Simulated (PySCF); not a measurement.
SMILES S(C)C[SiH2][SeH] at its GFN2-xTB optimised geometry (Å):

```
13

C      1.1037     0.1884     2.5623
S      1.6940     0.5149     0.8787
C      0.9169    -0.8736     0.0000
Si    -0.9998    -0.8736     0.0000
Se    -1.6940     1.2868     0.0000
H      1.5937     0.9081     3.2099
H      1.3813    -0.8218     2.8495
H      0.0254     0.3203     2.6081
H      1.2913    -0.7915    -1.0181
H      1.3090    -1.7936     0.4281
H     -1.4709    -1.5365    -1.2105
H     -1.4918    -1.5414     1.2064
H     -0.3607     1.7936     0.2312
```

Level of theory: CAM-B3LYP/def2-TZVP in PySCF 2.14.0. Cells within 0.4 Å of a nucleus heavier than hydrogen are left out (blank, or x).

Map of the deformation density (molecule minus spherical neutral atoms) (e/bohr³) on the plane z = 0.8 Å:

```
|11111111111111111111111111111|
|11111111111111111111111111111|
|11111111111111111111111111111|
|11111111111111111111111111111|
|11111111111111111111111111111|
|11111111111111111111111111111|
|11111111111111111111111111111|
|11111122111211011112111111111|
|11111223222221011222211111111|
|11111234322221111233321111111|
|11111234321111112356532221111|
|11111123321111111355x34322111|
|1111112222211111112xxx6422111|
|1111111222211000110xxx6422111|
|11111111221100011111134322111|
|11111111110000111232222221111|
|11111111111000111122111111111|
|11111111343101111011111111111|
|11111112586311111121111111111|
|11111113698411111232111111111|
|11111112475311111232111111111|
|11111111232211111110011111111|
|11111111111111111100011111111|
|11111111111111111111111111111|
|11111111111111111111111111111|
|11111111111111111111111111111|
|11111111111111111111111111111|
|11111111111111111111111111111|
|11111111111111111111111111111|
```
Scale: ten equal steps from -0.015 (start of '0') to 0.069 (end of '9'), in the order '0123456789'; x runs from -4.00 to 4.00, y from -4.00 (bottom) to 4.00 (top).
